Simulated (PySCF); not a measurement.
Isomers of C7H7N. The calculation used PySCF, TDDFT PBE0/def2-SVPD, vertical, gas phase, core orbitals frozen in the response. Geometries: GFN2-xTB; one conformer of each isolated species. Triplets are in the Tamm–Dancoff approximation.

Question: Rank by computed LUMO energy, lowest first.
A. `Nc1ccc2c(c1)C2`
B. `C(/C=C/C#N)(C=C)=C`
C. `C=C1C[C@H](C#N)C1=C`
D. `C=C=CC/C=C\C#N`
E. `C#CC(=C)CCC#N`

Answer: B (-2.16 eV), C (-1.69 eV), D (-1.57 eV), E (-1.29 eV), A (-0.22 eV).

| SMILES | LUMO (eV) | first f ≥ 0.01 (nm) | HOMO (eV) | S1 (eV) | gap (eV) | S1 mainly |
| --- | --- | --- | --- | --- | --- | --- |
| C=CC(=C)/C=C/C#N | -2.16 | 274 | -7.15 | 4.53 | 5.00 | H→L (78%) |
| C=C1C[C@H](C#N)C1=C | -1.69 | 237 | -7.20 | 5.22 | 5.51 | H→L (98%) |
| C=C=CC/C=C\C#N | -1.57 | 240 | -7.68 | 5.17 | 6.11 | H→L (82%) |
| C#CC(=C)CCC#N | -1.29 | 217 | -7.54 | 5.50 | 6.25 | H-1→L (97%) |
| Nc1ccc2c(c1)C2 | -0.22 | 274 | -5.70 | 4.53 | 5.48 | H→L (92%) |

H and L stand for HOMO and LUMO.
